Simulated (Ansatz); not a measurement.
Relaxation of ClGaH₇NO (11 atoms, charge 0, multiplicity 1), to a largest force component of 0.03 eV/Å in at most 50 steps.

Level of theory: RKS PBE/def2-SVP (Ansatz 0.2.0).

```xyz
11
Properties=species:S:1:pos:R:3:forces:R:3
Ga -1.284 -1.064 -0.398 0.47 0.22 0.58
Cl -0.768 2.159 -1.758 0.22 -0.15 0.16
H -0.418 -1.732 -1.525 0.02 -0.02 -0.02
H -2.774 -0.590 -0.437 -0.04 0.01 0.04
H 1.294 0.682 0.700 -0.39 -0.19 0.27
N -0.330 -0.872 1.236 -0.26 0.10 -0.78
H 0.389 2.039 -1.134 0.05 -0.14 0.11
O 1.986 1.133 0.176 -0.18 0.19 -0.33
H 0.449 -1.507 1.432 0.01 -0.05 0.03
H -0.832 -0.648 2.100 0.02 0.01 0.03
H 2.288 0.401 -0.393 0.10 0.01 -0.10
```

Where does it end, and by what steps?

It converged. After 19 steps the energy has fallen by 2.041 eV; H7 moved furthest, 1.04 Å. Parted: Cl2–H7 (1.32 → 2.20 Å), H5–O8 (0.98 → 1.76 Å). Joined: Ga1–Cl2 (3.54 → 2.27 Å), H5–N6 (2.31 → 1.06 Å), H7–O8 (2.26 → 0.99 Å).

| step | energy less start (eV) | largest force component (eV/Å) | accepted |
| --- | --- | --- | --- |
| 0 | 0.0000 | 0.779 | yes |
| 1 | -0.1578 | 0.915 | yes |
| 2 | -0.3354 | 0.711 | yes |
| 3 | -0.5232 | 0.752 | yes |
| 4 | -0.7614 | 0.650 | yes |
| 5 | -1.0158 | 0.976 | yes |
| 6 | -1.3513 | 1.953 | yes |
| 7 | -1.7881 | 1.966 | yes |
| 8 | -1.7289 | 2.531 | no |
| 9 | -1.9308 | 1.108 | yes |
| 10 | -2.0045 | 0.291 | yes |
| 11 | -2.0220 | 0.252 | yes |
| 12 | -2.0259 | 0.167 | yes |
| 13 | -2.0334 | 0.094 | yes |
| 14 | -2.0327 | 0.198 | no |
| 15 | -2.0372 | 0.050 | yes |
| 16 | -2.0384 | 0.104 | yes |
| 17 | -2.0397 | 0.081 | yes |
| 18 | -2.0409 | 0.051 | yes |
| 19 | -2.0412 | 0.025 | yes |

```xyz
11
Properties=species:S:1:pos:R:3
Ga -1.222 -0.624 -0.741
Cl -1.010 1.577 -1.269
H -0.265 -1.511 -1.638
H -2.705 -0.959 -0.318
H 0.720 0.042 0.834
N -0.150 -0.515 1.065
H 1.044 1.556 -0.484
O 1.808 1.153 0.007
H 0.128 -1.428 1.449
H -0.665 -0.013 1.802
H 2.317 0.723 -0.706
```

Whether the end is a true minimum wasn't checked by a vibrational analysis.

Time of the run: 42 s on 2 threads of Arm Neoverse V2, with other jobs on the host, peak memory 0.16 GiB.
